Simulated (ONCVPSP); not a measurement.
**Before and after: ONCV potential for phosphorus (P)**

ONCVPSP 4.0.1 input, shortened (lines: element, Z, core and valence counts, functional; n l f; lmax; l rc ep ncon nbas qcut; lloc lpopt rc5 dvloc0; l nproj debl; icmod fcfact rcfact), Wu-Cohen, scalar-relativistic:

```
  P 15.00    3    2  -118130      upf
    1    0    2.00
    2    0    2.00
    2    1    6.00
    3    0    2.00
    3    1    3.00
    2
    0    1.10    0.00    3    7    5.50
    1    1.90    0.00    4    8    5.20
    2    1.60    0.08    4    8    5.00
    4    5    1.00    2.00
    0    2    1.80
    1    2    1.30
    2    2    3.70
    0    0.00    0.00
```

All-electron outer shells of the reference configuration (Wu-Cohen, scalar-relativistic, ld1.x):

```csv
shell,level (eV),outermost node (bohr),outermost maximum (bohr)
2s,-173.69,0.14,0.42
2p,-124.48,–,0.36
3s,-13.93,0.65,1.58
3p,-5.48,0.64,1.83
```

Change: all radii scaled by about 1.25 (s 1.38, p 2.36, d 2.00 bohr); local potential polynomial inside 1.24 bohr (lpopt 5, dvloc0 2 Ha).

Cutoffs: the cutoffs (Ha) at which the residual kinetic energy of the hardest occupied pseudo-wave falls to 1 and 0.1 mHa per electron; they do not see the model core or the augmentation charge, which bear on the density cutoff. Errors are all-electron minus pseudo energies relative to the spin-unpolarised reference configuration.

Question: What does the change do?

Answer: The potential gets softer (107 Ha and 137 Ha → 11 Ha and 13 Ha); the bound ghost in s disappears; of the 4 tests that both files solve, the error grows in 0 and shrinks in 2 by more than 15 % and 0.3 meV (median size 14.0 → 9.4 meV). A larger radius leaves more room for a smooth pseudo-wave, so fewer plane waves are needed.

```tsv
quantity	base	changed
cutoff, loose	107 Ha	11 Ha
cutoff, tight	137 Ha	13 Ha
loose cutoff by channel	s 107 Ha, p 4.5 Ha	s 11 Ha, p 4.5 Ha
bound ghosts	s	none
GHOST(+) flags under 300 eV	none	s at 171.0 eV
error for 3s2 3p2, meV [ΔE 9.71 eV]	+0.5	-0.6
error for 3s2 3p1, meV [ΔE 28.85 eV]	+12	+3.5
error for 3s2 3p0, meV [ΔE 58.60 eV]	+62	+31
error for 3s0 3p5, meV [ΔE 17.17 eV]	+16	+15
```

Changed file: The cutoffs count occupied waves only; projector 2 of the d channel, the hardest unoccupied one, needs 67 Ha at the loose tolerance. A true bound ghost makes a file unfit for plane-wave use even where its test errors are small: the radial tests pick states by their node count and pass the ghost by.
